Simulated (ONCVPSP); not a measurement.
## Before and after: ONCV potential for carbon

carbon (C), optimised norm-conserving Vanderbilt (ONCV), made with ONCVPSP 4.0.1 (PBE, non-relativistic). Core [He], reference 2s2 2p2. Waves: 2s: rc 0.95 bohr, ncon 4, nbas 8, qcut 8.2 1/bohr, local; 2p: rc 1.85 bohr, ncon 4, nbas 8, qcut 7.3 1/bohr, 3 projectors, debl 0.3 Ha. Local part: the s channel. Core correction: Teter function, fcfact 4.75, rcfact 1.35.

Change: p: rc 1.5.

Cutoffs: the cutoffs (Ha) at which the residual kinetic energy of the hardest occupied pseudo-wave falls to 1 and 0.1 mHa per electron; they do not see the model core or the augmentation charge, which bear on the density cutoff. Errors are all-electron minus pseudo energies relative to the spin-unpolarised reference configuration.

Problem. Predict the effect on cutoff, ghosts and configuration errors.

Solution. The potential gets neither clearly harder nor softer (21 Ha and 27 Ha → 21 Ha and 27 Ha); the s channel sets the loose cutoff, while the largest relative change is in p, which becomes harder; of the 4 tests that both files solve, the error grows in 0 and shrinks in 4 by more than 15 % and 0.3 meV (median size 117.8 → 77.5 meV); neither file shows a bound ghost. Less of the atom is replaced, so other configurations are described better.

```tsv
quantity	base	changed
cutoff, loose	21 Ha	21 Ha
cutoff, tight	27 Ha	27 Ha
loose cutoff by channel	s 21 Ha, p 17 Ha	s 21 Ha, p 20 Ha
bound ghosts	none	none
GHOST(+) flags under 300 eV	none	p at 171.3 eV
error for 2s2 2p1, meV [ΔE 10.87 eV]	+22	+13
error for 2s2 2p0, meV [ΔE 35.02 eV]	+214	+141
error for 2s1 2p0, meV [ΔE 83.20 eV]	+520	+378
error for 2s2 2p1.5, meV [ΔE 3.97 eV]	+3.2	+1.9
s: phases at 0.96 bohr within 0.05 rad from the reference energy up to (Ha; the scan ends near 5)	to the end of the scan	to the end of the scan
rms error of d²Exc/dni dnj with the model core, mHa	1.88	1.85
```
